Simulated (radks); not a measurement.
Values are calculated unless marked as measured or tabulated.
Q: Valence configurations of Lu III (all share [Xe]). Level of theory: Dirac Kohn-Sham, LDA (Slater exchange, Perdew-Wang correlation), spin-unpolarised, spherical densities, finite nucleus; open shells fill j = l - 1/2 first; Fermi nuclear charge, rms radius 5.37 fm (a radial shooting solver on a logarithmic mesh with Libxc functionals). Order these by energy: 4f14 6s1; 4f13.5 5d0.5 6s1; 4f13 5d1 6s1; 4f12 5d1 6s1 6p1; 4f13 6s1 6p1; 4f12 5d1 6p2; 4f14 5d0.5 6s0.5; 4f12 6s1 6p2; 4f14 6p1; 4f13.5 6s1 6p0.5.

A: From the lowest, in eV above it: 4f14 6s1 0.000; 4f14 5d0.5 6s0.5 0.328; 4f14 6p1 4.841; 4f13.5 5d0.5 6s1 5.227; 4f13.5 6s1 6p0.5 7.853; 4f13 5d1 6s1 11.869; 4f13 6s1 6p1 18.116; 4f12 5d1 6s1 6p1 37.314; 4f12 5d1 6p2 42.968; 4f12 6s1 6p2 46.547. NIST lists [Xe] 4f14 6s1 as the ground configuration; this level of theory agrees among the configurations tried. The energies are those of spherical spin-averaged densities, not of single terms.
